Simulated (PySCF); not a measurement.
A calculated (r2SCAN0, PySCF 2.14, ANO-RCC-VTZP, the spin-free X2C one-electron Hamiltonian (Gaussian nucleus)) atom or ion has these occupied shells.

```tsv
shell	electrons	orbital energy (eV)	rms radius, mean of both spins (bohr)
1s α	1	-48441.2	0.0254
1s β	1	-48441.2	0.0254
2s α	1	-8020.5	0.103
2s β	1	-8020.4	0.103
2p α	3	-7156.8	0.0923
2p β	3	-7156.7	0.0923
3s α	1	-1804.1	0.266
3s β	1	-1801.1	0.266
3p α	3	-1531.7	0.266
3p β	3	-1528.6	0.266
3d α	5	-1161.2	0.245
3d β	5	-1158.5	0.245
4s α	1	-388.61	0.601
4s β	1	-381.28	0.601
4p α	3	-297.69	0.638
4p β	3	-290.04	0.638
4d α	5	-168.74	0.704
4d β	5	-160.16	0.704
5s α	1	-69.966	1.45
5s β	1	-66.649	1.45
5p α	3	-46.281	1.67
5p β	3	-43.870	1.67
4f α	6	-30.114	0.977
6s α	1	-17.142	3.71
```

(1) Name the element and its charge.

Results:

(1) Eu²⁺ (europium, charge +2), in [Xe] 4f6 6s1, high-spin 8F determinant (an excited configuration).
